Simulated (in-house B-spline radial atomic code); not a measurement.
Neutral oxygen is squeezed into an impenetrable sphere of radius R (the orbitals vanish at R). Method: non-relativistic r2SCAN, spin-polarised, spherical fractional occupations, point nucleus. Calculated with a B-spline radial code for spherical atoms.

Energies in eV above the free atom in [He] 2s2 2p4:

```tsv
R (bohr)	highest level (eV)	[He] 2s2 2p4	[He] 2s1 2p5
8.87	-6.79	0.0003217	15.69
5.71	-6.66	0.04673	15.75
4.94	-6.43	0.1705	15.92
4.42	-6.05	0.422	16.24
3.59	-4.44	1.932	18.04
3.18	-2.55	4.281	20.71
2.74	1.32	10.46	27.46
2.14	13.8	38.25	56.46
1.82	28.2	80.22	98.78
1.56	48.8	151.8	169.3
```

Does [He] 2s1 2p5 fall below [He] 2s2 2p4 under compression?

No, it stays above over the whole range.

The highest level is first positive in the row R = 2.74 bohr, pushed up by confinement above the zero of the free ion's potential. Each configuration is held fixed and needn't be the lowest in the sphere.
